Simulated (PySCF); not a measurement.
Ag(I) anion (AgI), SMILES [I][Ag] (connectivity only; charge and spin as stated), charge -1, multiplicity 2.

Coordinates come from a B3LYP-D3(BJ)/def2-TZVPD optimisation. The spin state was assumed, not searched. The def2 effective core potentials stand for the cores of Ag, I; spin–orbit coupling is left out.

The numbers are results of B3LYP-D3(BJ)/def2-TZVPD run with PySCF, not measurements.

Frequencies are harmonic and unscaled.

| mode | ν (cm⁻¹) | IR (km/mol) | moving atoms (share of kinetic energy) |
|---|---|---|---|
| 1 | 111 | 12.4 | Ag 54 %, I 46 % |
